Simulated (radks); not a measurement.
Species: W2+. Configuration: [Kr] 4d10 4f14 5s2 5d(up 2, down 2) 5p(up 3, down 3) (spins set by hand, not the high-spin state).

Calculated with a radial shooting solver on a logarithmic mesh with Libxc functionals: scalar-relativistic Kohn-Sham, r2SCAN, spin-polarised, spherical densities, finite nucleus; meta-GGA in the generalised Kohn-Sham scheme; Fermi nuclear charge, rms radius 5.3658 fm.

Energy parts (hartree):
| part | energy |
|---|---|
| total | -16140.8244 |
| kinetic | 17779.7219 |
| electron-nucleus | -39862.3444 |
| Hartree | 6264.6197 |
| exchange-correlation | -322.8215 |

Orbitals (lengths in bohr, moments of r in powers of bohr; r(90%) holds 90 % of the orbital's charge):
\begin{tabular}{lrrrrrr}
orbital & occ. & eigenvalue (hartree) & <r^4> & <r> & <1/r> & r(90%) \\ \hline
1s & 2 & -2556.978 & 5.826e-07 & 0.01835 & 87.05 & 0.0334 \\
2s & 2 & -442.7760 & 0.00008759 & 0.07756 & 20.37 & 0.120 \\
2p & 6 & -387.2335 & 0.00006884 & 0.06944 & 18.45 & 0.113 \\
3s & 2 & -102.7940 & 0.003208 & 0.2008 & 7.555 & 0.294 \\
3p & 6 & -86.26708 & 0.003458 & 0.2012 & 6.969 & 0.301 \\
3d & 10 & -67.21789 & 0.002682 & 0.1824 & 6.575 & 0.283 \\
4s & 2 & -21.88389 & 0.07544 & 0.4496 & 3.199 & 0.645 \\
4p & 6 & -16.43889 & 0.1004 & 0.4778 & 2.909 & 0.694 \\
4d & 10 & -9.49961 & 0.1482 & 0.5113 & 2.588 & 0.766 \\
4f & 14 & -1.82503 & 0.5133 & 0.6072 & 2.085 & 1.01 \\
5s & 2 & -3.56258 & 2.449 & 1.071 & 1.246 & 1.54 \\
5p & 6 & -2.22395 & 4.767 & 1.247 & 1.050 & 1.82 \\
5d & 4 & -0.72516 & 29.74 & 1.861 & 0.6963 & 2.89 \\
\end{tabular}

The highest occupied level is 5d at -19.733 eV. Summed over all electrons, <r^2> = 41.79 bohr^2, which gives a Langevin (diamagnetic) susceptibility term of -33.1 x 10^-6 cm^3/mol. The electron density at the nucleus is 1.515e+06 e/bohr^3 (large components only). The density falls to 0.001 e/bohr^3 at r = 3.73 bohr.
